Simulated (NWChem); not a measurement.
Two isomers of CH7BO2Si, each optimised at PBE0/def2-SVP with NWChem. Flexible species stand in one conformer each, which need not be the lowest. For one or both, no frequency run checked for a minimum.

A: COB(O)[SiH3]
B: CB(O)O[SiH3]

Problem. Which is lower in energy, by how much, and how do their other properties compare?

Solution. B is lower by 43.7 kcal/mol in electronic energy.
|  | A | B |
|---|---|---|
| highest occupied level (eV) | -7.89 | -8.61 |
| orbital gap (eV) | 7.80 | 9.55 |
| dipole (D) | 1.03 | 1.62 |
